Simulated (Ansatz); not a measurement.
Consider the ligand exchange at the Si–O bond: `[OH][Al]([F])[O][SiH3]` + `[OH][GaH2]` → `[SiH3][O][GaH2]` + `[OH][Al]([OH])[F]`.

Program: Ansatz. Geometries: PBE0-D4/def2-TZVP. ΔE: electronic, gas phase. CBS: MP2 limit from def2 TZ/QZ plus the TZ coupled-cluster correction, frozen cores. Functionals use def2-TZVPP. HSE06 is defined as in plane-wave codes. For Ga outer-core shells are correlated without core-valence functions, which leaves a few kJ/mol of doubt a bond. Scalar relativity is left out up to krypton. Each species was taken in one conformer, which may not be the lowest.

Q: Is it downhill or uphill in electronic energy at CCSD(T)/CBS, and by how much? (Best estimate.)

A: The calculation gave: Uphill: ΔE = +7.3 kJ/mol.

Q: What do these levels give: HSE06-D4, CAM-B3LYP-D4, ωB97X-V, PBE-QIDH, revPBE, CAM-B3LYP, CCSD(T)/def2-SVP, HF/def2-TZVPP, SCS-MP2/def2-TZVPP, HF/def2-QZVPP, MP2/CBS(def2), CCSD/CBS(def2)? (An estimate is asked.)

A: The calculation gave: HSE06-D4 5.9, CAM-B3LYP-D4 7.1, ωB97X-V 6.5, PBE-QIDH 6.0, revPBE 7.2, CAM-B3LYP 7.8, CCSD(T)/def2-SVP 9.6, HF/def2-TZVPP 8.0, SCS-MP2/def2-TZVPP 5.9, HF/def2-QZVPP 8.8, MP2/CBS(def2) 6.3, CCSD/CBS(def2) 7.7 kJ/mol.

Largest T1 diagnostic among the species: 0.015.

Leaving LDA and LC-ωPBE aside and taking each functional with its dispersion term where it has one, the values, not all of them listed here, spread over 2.6 kJ/mol, from revPBE-D4 to B97M-V.
